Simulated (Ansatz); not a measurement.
C2H9FSi2 (`C[SiH]([SiH3])CF`), relaxed with RKS PBE-D4/def2-SVP in Ansatz from a rough embedded geometry. The force threshold is 0.03 eV/Å; the program also tests the step.

Total charge 0; spin multiplicity 1.

Start:

```xyz
14

C    -0.427   -1.480    1.016
Si   -0.559    0.166    0.171
Si    0.183   -0.081   -1.968
C     0.479    1.490    0.881
F     1.737    1.119    1.004
H    -0.743   -1.344    2.105
H     0.646   -1.798    1.082
H    -0.972   -2.227    0.556
H    -1.966    0.532    0.158
H     1.609   -0.601   -2.013
H    -0.649   -1.118   -2.686
H     0.123    1.173   -2.735
H     0.121    1.742    2.016
H     0.415    2.428    0.414
```

(1) By how much does the energy fall, and how many steps does the optimiser take? (Best estimate.)

(2) Which bonds change most? (An estimate is asked.)

(3) Give the relaxed structure. (Estimate.)

Results:

(1) Computed: 69.64 kJ/mol, in 10 steps, 1 of them rejected.

(2) The calculation gave: C4–H13 from 1.217 to 1.114 Å; Si2–C4 from 1.827 to 1.919 Å; C4–F5 from 1.317 to 1.401 Å; C1–H8 from 1.032 to 1.108 Å.

(3) Computed: 
```xyz
14

C    -0.415   -1.478    1.128
Si   -0.602    0.129    0.146
Si    0.208   -0.112   -2.049
C     0.456    1.510    0.957
F     1.806    1.182    0.774
H    -0.834   -1.369    2.150
H     0.660   -1.734    1.218
H    -0.933   -2.322    0.631
H    -2.040    0.590    0.130
H     1.597   -0.695   -2.030
H    -0.671   -1.032   -2.855
H     0.259    1.224   -2.744
H     0.253    1.604    2.049
H     0.257    2.503    0.495
```
